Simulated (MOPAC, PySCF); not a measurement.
CH2OS, SMILES `O=CS` (O–C–S–H torsion 0°), neutral singlet in the gas phase. 

Z-matrix (Å, degrees):
```
C
O 1 1.1940
H 1 1.1055 2 123.49
S 1 1.7672 3 110.44 2 -180.00
H 4 1.3445 1 94.68 3 179.99
```
Charge 0, spin multiplicity 1.

All levels are single points at this geometry (PBE0-D3(BJ)/def2-TZVP); Pople sets use spherical d functions. Orbital energies aren't observables, and empty levels follow the basis.

```
level                           HOMO (eV)  LUMO (eV)  gap (eV)  dipole (D)  vertical IE, Delta-SCF (eV)
------------------------------  ---------  ---------  --------  ----------  ---------------------------
PBE-D3(BJ)/def2-TZVP in PySCF       -6.47      -2.12      4.35        1.48                            –
PBE0-D3(BJ)/def2-TZVP in PySCF      -7.99      -1.03      6.96        1.57                            –
B3LYP/3-21G in PySCF                -7.40      -0.73      6.67        0.79                            –
BP86/6-31G* in PySCF                -6.32      -1.81      4.51        1.15                            –
M06-2X/6-31G* in PySCF              -9.16       0.46      9.62        1.30                            –
HF/3-21G in PySCF                  -10.99       3.84     14.83        1.16                            –
HF/6-31G* in PySCF                 -10.92       3.75     14.66        1.66                         9.28
PM6 in MOPAC                       -10.11      -0.49      9.62        1.40                            –
PM7 in MOPAC                        -9.90      -1.33      8.57        1.08                            –
```
